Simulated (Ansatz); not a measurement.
Basis-set extrapolation for CH₂BFO (`O=CBF`) (PBE0-D4/def2-TZVP geometry, frozen core, Ansatz 0.2.0). Multiplicity 1, RHF reference.

```csv
,def2-TZVPP,def2-QZVPP
HF,-238.145817,-238.156590
MP2 correlation,-0.723740,-0.782797
CCSD(T) correlation,-0.767331,not run
```

Energies in hartree. Use E(X) = E(∞) + A·exp(−7.88·√X) for Hartree–Fock and E(X) = E(∞) + B·X^(−2.97) for correlation, with X = 3 and 4, and add CCSD(T) minus MP2 of the smaller set to the MP2 limit.

Task: What is the CCSD(T) energy at the basis-set limit?

Result: HF limit: -238.156590 + (-0.010773) × 0.13774 = -238.15807. MP2 limit: -0.782797 + (-0.059057) × 0.74074 = -0.82654. Higher-order term: -0.767331 − (-0.723740) = -0.04359. Total: -239.02820 hartree, 302.1 kJ/mol below CCSD(T)/def2-TZVPP.
